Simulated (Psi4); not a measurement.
I2Sn (SMILES [I][Sn][I]), singlet, at a GFN2-xTB geometry (such geometries of metal compounds can be far from the true shape) (core potentials on I, Sn).

Here is a job for Psi4.
```
memory 2 GB

molecule mol {
0 1
  Sn   -0.000853   -0.003955    1.154732
  I     1.086715   -1.845360   -0.550210
  I    -1.085910    1.849092   -0.539160
}

set basis def2-svpd
set reference rks

energy('cam-b3lyp')
print_variables()
```

**Question.** What does this run give for the total energy, number of basis functions, nuclear repulsion energy, dipole moment?

**Answer.** 
```json
{
  "total_energy": "-809.798278 Ha",
  "number_of_basis_functions": "102",
  "nuclear_repulsion_energy": "289.9966 Eh",
  "dipole_moment": "2.63 D"
}
```
